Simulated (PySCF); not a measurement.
From one molecule to another.

First species: C12H11PS.
Numbering: `[S:1]=[PH:2]([c:3]1[cH:4][cH:5][cH:6][cH:7][cH:8]1)[c:9]1[cH:10][cH:11][cH:12][cH:13][cH:14]1` (hydrogens: H15 on P2; H16 on C4; H17 on C5; H18 on C6; H19 on C7; H20 on C8; H21 on C10; H22 on C11; H23 on C12; H24 on C13; H25 on C14)

Second species: C₄H₇F.
Z-matrix (Å and degrees, PBE0-D3(BJ)/def2-SVP geometry), rows numbered from 1:
```
C 
C   1  1.5041
C   2  1.5136  1  121.31
C   2  1.4877  1  121.39  3   -70.99
F   4  1.3574  2  118.26  3   108.06
H   1  1.1013  2  111.19  3   -81.45
H   1  1.1012  2  111.16  3    38.07
H   1  1.1012  2  111.39  3   158.16
H   2  1.0954  1  115.63  3   145.31
H   3  1.0940  2  118.93  4   107.92
H   3  1.0928  2  117.38  4  -106.00
H   4  1.0961  2  119.45  3  -109.87
```

Levels: CAM-B3LYP/def2-SVPD for dipole moment, HOMO energy, LUMO energy, HOMO–LUMO gap, static isotropic polarisability and electronic spatial extent ⟨r²⟩ about the centre of nuclear charge; TDDFT CAM-B3LYP/def2-SVPD for lowest singlet excitation; TDA CAM-B3LYP/def2-SVPD for lowest triplet excitation (Tamm–Dancoff); PBE0-D3(BJ)/def2-SVP for rotational constant A and rotational constant C. Geometries: PBE0-D3(BJ)/def2-SVP. Each species is one conformer at its optimised geometry, gas phase, non-relativistic unless stated; the electronic structure was computed with PySCF and density fitting.

The conformers computed, where there is a choice (atom-mapped SMILES and torsion angles):
- `[S:1]=[PH:2]([c:3]1[cH:4][cH:5][cH:6][cH:7][cH:8]1)[c:9]1[cH:10][cH:11][cH:12][cH:13][cH:14]1`: S1–P2–C3–C4 -25°, S1–P2–C9–C10 16°

Question: Which of the two has the higher rotational constant A, and by how much?

Answer: The second: 10.805 GHz against 0.792 GHz, a difference of 10.013 GHz.

Question: Which of the two has the higher S1 energy, and by how much?

Answer: The second: 7.95 eV against 4.74 eV, a difference of 3.21 eV.

Question: Which of the two has the higher ⟨r²⟩, and by how much?

Answer: The first: 3663 bohr² against 444 bohr², a difference of 3219 bohr².

Question: Which of the two has the higher LUMO energy, and by how much?

Answer: The second: 1.49 eV against -0.38 eV, a difference of 1.87 eV.

Question: Which has the higher HOMO energy?

Answer: The first: -7.80 eV against -9.44 eV, a difference of 1.64 eV.

Question: Which has the higher dipole moment?

Answer: The first: 4.88 D against 1.92 D, a difference of 2.96 D.

Question: Which has the higher rotational constant C?

Answer: The second: 3.029 GHz against 0.309 GHz, a difference of 2.720 GHz.

Question: Which has the higher static isotropic polarisability?

Answer: The first: 181.5 au against 48.0 au, a difference of 133.5 au.

On the first: The polarisability is 26.89 Å³ as a volume (1 au = 0.148185 Å³), or 1.59 au for each of the 114 electrons. S1 lies 2.68 eV below the HOMO–LUMO gap; its leading configuration is HOMO→LUMO, weight 0.92.

On the second: The principal polarisabilities are 44.2, 47.1 and 52.7 au; their mean is the isotropic value. No computed singlet falls in the visible range (750 to 380 nm, 1.65 to 3.26 eV); S1 lies 4.69 eV above its blue end.
